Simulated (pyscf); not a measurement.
H₃C–CH₂–BH–OH (SMILES CCBO), singlet

Gas-phase minimum from PySCF at ωB97X-D3(BJ)/def2-SVP, one conformer. H₃C–CH₂–BH–OH lies 13.7 kcal/mol over its isomer H₃C–B(CH₃)–OH, and others may lie lower still (electronic energy, ωB97M-D3(BJ)). 

SMILES: CCBO
```xyz
11

C     -0.1510    -1.8823    -1.0816
C      0.5164    -0.6851    -0.3983
B     -0.3720     0.1220     0.6334
O     -1.6596    -0.2040     0.9130
H     -0.4778    -2.6396    -0.3475
H     -1.0391    -1.5764    -1.6621
H      0.5263    -2.3930    -1.7840
H      0.8818     0.0408    -1.1491
H      1.4324    -0.9995     0.1367
H      0.0627     1.0843     1.2308
H     -1.9653    -0.9740     0.4175
```
Charge 0, spin multiplicity 1.

Bonded distances (Å): C1–C2 1.532, C1–H5 1.104, C1–H6 1.104, C1–H7 1.101, C2–B3 1.583, C2–H8 1.106, C2–H9 1.106, B3–O4 1.357, B3–H10 1.213, O4–H11 0.965. Angles (°): C2–C1–H5 111.6, C2–C1–H6 111.6, C2–C1–H7 112.3, H5–C1–H6 107.5, H5–C1–H7 106.7, H6–C1–H7 106.7, C1–C2–B3 116.4, C1–C2–H8 110.7, C1–C2–H9 110.8, B3–C2–H8 107.0, B3–C2–H9 107.1, H8–C2–H9 104.0, C2–B3–O4 123.0, C2–B3–H10 121.6 (the first ones only).

Properties at ωB97X-D3(BJ)/def2-SVP:

| Quantity | Value |
|---|---|
| Harmonic wavenumbers, unscaled | 114, 212, 229, 515, 552, 740, 803, 875, 969, 1023, 1028, 1102, 1183, 1259, 1322, 1398, 1423, 1439, 1491, 1493, 2607, 3048, 3058, 3098, 3129, 3148, 3877 cm⁻¹ |
| Zero-point energy | 58.8 kcal/mol |
| Rotational symmetry number | 1 |
| Entropy of this conformer at 298 K and 1 atm, rigid rotor and harmonic oscillator, modes under 100 cm⁻¹ raised to 100 | 301.0 J/(mol K) |
| Dipole moment | 1.94 D |

Single-point totals, which compare only within one level (frozen core for MP2 and CC):

```
level                   total energy (hartree)
----------------------  ----------------------
ωB97X-D3(BJ)/def2-TZVP              -180.70388
PBE/def2-TZVP                       -180.37630
r²SCAN/def2-TZVP                    -180.51066
B3LYP-D3(BJ)/def2-TZVP              -180.64378
PBE0-D3(BJ)/def2-TZVP               -180.40607
M06-2X/def2-TZVP                    -180.53676
ωB97M-D3(BJ)/def2-TZVP              -180.66602
HF/def2-TZVPP                       -179.48409
MP2/def2-TZVPP                      -180.18261
CCSD/def2-TZVPP                     -180.22051
CCSD(T)/def2-TZVPP                  -180.24757
```

Soft torsions are taken as harmonic, which can shift the entropy by several J/(mol K). The CCSD(T) − MP2 part came from Ansatz, without density fitting, on the same reference.
